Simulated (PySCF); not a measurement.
PySCF job for F2Zn, SMILES [F][Zn-][F] (connectivity only; charge and spin as stated), charge -1, multiplicity 2, IEF-PCM-B3LYP/def2-SVPD. Coordinates come from a B3LYP-D3(BJ)/def2-SVPD optimisation.

```python
import numpy as np
from pyscf import gto, scf, dft
from pyscf.solvent import pcm

mol = gto.M(
    atom='''
    Zn    0.00000000   -0.00000000    0.35747685
    F     0.00000000    1.63292315   -0.59579475
    F     0.00000000   -1.63292314   -0.59579475
    ''',
    basis='def2-SVPD',
    charge=-1,
    spin=1,
    max_memory=1600,
    verbose=3,
)
mf = dft.UKS(mol, xc='b3lyp').density_fit(auxbasis='def2-universal-jkfit')
mf.grids.level = 3
mf.conv_tol = 1e-9
mf.max_cycle = 100
mf.kernel()
fine, coarse = mf.grids, dft.Grids(mol).set(level=1).build(with_non0tab=True)
for _ in range(3):  # follow internal instabilities
    mf.grids = coarse
    mo, _, stable, _ = mf.stability(return_status=True, nroots=4)
    mf.grids = fine
    if stable:
        break
    mf.kernel(mf.make_rdm1(mo, mf.mo_occ))
res = {}
for name, eps in {'water': 78.355, 'cyclohexanone': 15.619, 'acetonitrile': 35.688}.items():
    s = mf.PCM()
    s.with_solvent.method, s.with_solvent.eps, s.with_solvent.lebedev_order = 'IEF-PCM', eps, 29
    s.kernel(mf.make_rdm1())
    res[name] = (s.e_tot, eps, s.dip_moment(), s.mo_energy, s.converged)
    print(f'{name}: electrostatic solvation free energy {(s.e_tot - mf.e_tot) * 627.509474:.3f} kcal/mol')
```

Program output:

```

WARN: HOMO -0.157228384616279 >= LUMO -0.157228384616276

converged SCF energy = -1978.84721124982  <S^2> = 0.75101271  2S+1 = 2.0010125
<class 'pyscf.df.df_jk.DFUKS'> wavefunction is stable in the internal stability analysis

WARN: PCM is an experimental feature. It is still in testing.
Features and APIs may be changed in the future.

converged SCF energy = -1978.94460889912  <S^2> = 0.75089709  2S+1 = 2.0008969

WARN: System has nonzero charge -1; the dipole moment is origin-dependent.
Location of origin: [0. 0. 0.]

Dipole moment(X, Y, Z, Debye): -0.00000,  0.00000,  2.69757
water: electrostatic solvation free energy -61.118 kcal/mol

WARN: PCM is an experimental feature. It is still in testing.
Features and APIs may be changed in the future.

converged SCF energy = -1978.93902362761  <S^2> = 0.75091137  2S+1 = 2.0009112

WARN: System has nonzero charge -1; the dipole moment is origin-dependent.
Location of origin: [0. 0. 0.]

Dipole moment(X, Y, Z, Debye): -0.00000,  0.00000,  2.59861
cyclohexanone: electrostatic solvation free energy -57.613 kcal/mol

WARN: PCM is an experimental feature. It is still in testing.
Features and APIs may be changed in the future.

converged SCF energy = -1978.94293669069  <S^2> = 0.75090149  2S+1 = 2.0009013

WARN: System has nonzero charge -1; the dipole moment is origin-dependent.
Location of origin: [0. 0. 0.]

Dipole moment(X, Y, Z, Debye): -0.00000,  0.00000,  2.66731
acetonitrile: electrostatic solvation free energy -60.069 kcal/mol
```

The run converged.
